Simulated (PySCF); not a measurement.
Orbital picture of SrCa⁺

B2PLYP at R = 4.059 Å; PySCF, scalar-relativistic core potentials, basis sets Sr def2-SVPD with ECP28, Ca def2-SVPD. State: ²Σ⁺ (doublet), unpaired electrons σ ↑. Only the outer orbitals are listed, counted within each symmetry, core potentials removing the inner ones.

```tsv
spin	orbital	occ.	ε (eV)	on Sr (%)	main shells (%)
α	2π	1	-37.05	0	100 Ca p
α	2π	1	-37.05	0	100 Ca p
α	6σ	1	-36.99	0	100 Ca p
α	3π	1	-31.28	100	100 Sr p
α	3π	1	-31.28	100	100 Sr p
α	7σ	1	-31.19	100	100 Sr p
α	8σ	1	-9.25	36	61 Ca s, 37 Sr s
α	9σ	1	-7.86	56	53 Sr s, 39 Ca s
α	4π	0	-4.16	48	46 Ca p, 33 Sr p, 14 Sr d
α	4π	0	-4.16	48	46 Ca p, 33 Sr p, 14 Sr d
α	10σ	0	-4.11	49	45 Ca p, 38 Sr p, 8 Sr d
β	2π	1	-37.02	0	100 Ca p
β	2π	1	-37.02	0	100 Ca p
β	6σ	1	-36.95	0	100 Ca p
β	3π	1	-31.23	100	100 Sr p
β	3π	1	-31.23	100	100 Sr p
β	7σ	1	-31.16	100	100 Sr p
β	8σ	1	-9.15	32	52 Ca s, 25 Sr s, 12 Ca p
β	9σ	0	-5.13	57	53 Sr s, 39 Ca s
β	4π	0	-4.11	50	36 Ca p, 26 Sr p, 24 Sr d
β	4π	0	-4.11	50	36 Ca p, 26 Sr p, 24 Sr d
```

Problem. Which are the highest filled and the lowest empty level, where do they sit, and how wide is the gap?

Solution. Highest filled α 9σ at -7.86 eV (in %: 53 Sr s, 39 Ca s); lowest empty β 9σ at -5.13 eV (in %: 53 Sr s, 39 Ca s); the gap at B2PLYP is 2.73 eV.

The bond order (Mayer) is 0.58. The ⟨S²⟩ is 0.839, the charge on Sr (Mulliken, basis-dependent) is 0.76 and the charge on Sr (Löwdin, basis-dependent) is 0.48. The dipole moment (positive dipole points towards Ca; it is taken about the centre of mass and depends on that origin) is 2.39 D.

Correlated steps freeze 5 core orbitals. Spin–orbit coupling is left out. B2PLYP dipoles, levels and charges come from its SCF part alone. The state was picked by a PBE0 search and need not be the measured ground state.
